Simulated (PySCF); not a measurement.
Isomers of C4H13ClOSi2, mass 168.019 u with the commonest isotopes. Level of theory: PBE0/pcSseg-1 in PySCF (dipole) on a GFN2-xTB geometry, gas phase. One conformer each, none proved a minimum here; rigid rotors.

**Question.** Order these by rotational constant B, largest first.
A. `[CH3:1][CH2:2][O:3][SiH2:4][Si@H:5]([Cl:6])[CH2:7][CH3:8]` with C1–C2–O3–Si4 179°, C2–O3–Si4–Si5 178°, O3–Si4–Si5–Cl6 -176°, Si4–Si5–C7–C8 170°
B. `[CH3:1][O:2][SiH2:3][CH2:4][CH2:5][Si@H:6]([CH3:7])[Cl:8]` with C1–O2–Si3–C4 179°, O2–Si3–C4–C5 180°, Si3–C4–C5–Si6 179°, C4–C5–Si6–C7 177°
C. `[CH3:1][CH2:2][O:3][Si@H:4]([CH2:5][Cl:6])[SiH2:7][CH3:8]` with C1–C2–O3–Si4 162°, C2–O3–Si4–C5 -56°, O3–Si4–C5–Cl6 69°, O3–Si4–Si7–C8 -53°

**Answer.** C (706.8 MHz), A (537.6 MHz), B (389.8 MHz).

**Question.** Order these by rotational constant A, smallest first.
A. `[CH3:1][CH2:2][O:3][Si@H:4]([CH2:5][Cl:6])[SiH2:7][CH3:8]` with C1–C2–O3–Si4 162°, C2–O3–Si4–C5 -56°, O3–Si4–C5–Cl6 69°, O3–Si4–Si7–C8 -53°
B. `[CH3:1][CH2:2][O:3][SiH2:4][Si@H:5]([Cl:6])[CH2:7][CH3:8]` with C1–C2–O3–Si4 179°, C2–O3–Si4–Si5 178°, O3–Si4–Si5–Cl6 -176°, Si4–Si5–C7–C8 170°
C. `[CH3:1][O:2][SiH2:3][CH2:4][CH2:5][Si@H:6]([CH3:7])[Cl:8]` with C1–O2–Si3–C4 179°, O2–Si3–C4–C5 180°, Si3–C4–C5–Si6 179°, C4–C5–Si6–C7 177°

**Answer.** A (1281 MHz), B (1903 MHz), C (2677 MHz).

**Question.** Order these by radius of gyration √(Σ m r²/M), largest first.
A. `[CH3:1][CH2:2][O:3][Si@H:4]([CH2:5][Cl:6])[SiH2:7][CH3:8]` with C1–C2–O3–Si4 162°, C2–O3–Si4–C5 -56°, O3–Si4–C5–Cl6 69°, O3–Si4–Si7–C8 -53°
B. `[CH3:1][O:2][SiH2:3][CH2:4][CH2:5][Si@H:6]([CH3:7])[Cl:8]` with C1–O2–Si3–C4 179°, O2–Si3–C4–C5 180°, Si3–C4–C5–Si6 179°, C4–C5–Si6–C7 177°
C. `[CH3:1][CH2:2][O:3][SiH2:4][Si@H:5]([Cl:6])[CH2:7][CH3:8]` with C1–C2–O3–Si4 179°, C2–O3–Si4–Si5 178°, O3–Si4–Si5–Cl6 -176°, Si4–Si5–C7–C8 170°

**Answer.** B (2.946 Å), C (2.646 Å), A (2.528 Å).

| SMILES | point group | Ia (u·Å²) | Ib (u·Å²) | Ic (u·Å²) | κ | μa (D) | μb (D) | μc (D) |
| --- | --- | --- | --- | --- | --- | --- | --- | --- |
| CCO[SiH2][Si@H](Cl)CC | C1 | 265.55 | 939.99 | 1147.14 | -0.87 | 2.50 | 1.14 | 0.41 |
| CO[SiH2]CC[Si@H](C)Cl | C1 | 188.79 | 1296.58 | 1431.45 | -0.97 | 1.10 | 2.00 | 0.09 |
| CCO[Si@H](CCl)[SiH2]C | C1 | 394.55 | 715.05 | 1037.63 | -0.45 | 1.07 | 0.64 | 0.28 |
